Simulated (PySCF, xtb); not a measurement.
K(OtBu) (C4H9KO), SMILES CC(C)([O][K])C.

Harmonic wavenumbers (cm⁻¹) from GFN2-xTB in xtb at its own minimum, in rising order: 41, 60, 162, 208, 233, 239, 336, 348, 429, 474, 490, 770, 894, 899, 929, 993, 1004, 1007, 1168, 1184, 1217, 1359, 1361, 1388, 1470, 1482, 1482, 1489, 1496, 1508, 2887, 2903, 3006, 3008, 3018, 3018, 3020, 3044, 3049.

Task: What does PySCF 2.14.0 with r2SCAN-D4/def2-SVP give at its own minimum? (An estimate is asked for; the answer gives what the named calculation found.)

Result: 77, 77, 236, 265, 294, 294, 341, 341, 463, 484, 484, 752, 864, 864, 913, 1014, 1014, 1037, 1216, 1216, 1249, 1336, 1337, 1361, 1431, 1443, 1443, 1457, 1457, 1474, 2994, 2994, 3005, 3091, 3091, 3101, 3102, 3107, 3107. Paired by order, the mean absolute difference is 40 cm⁻¹ and the zero-point energies are 75.9 and 76.9 kcal/mol.
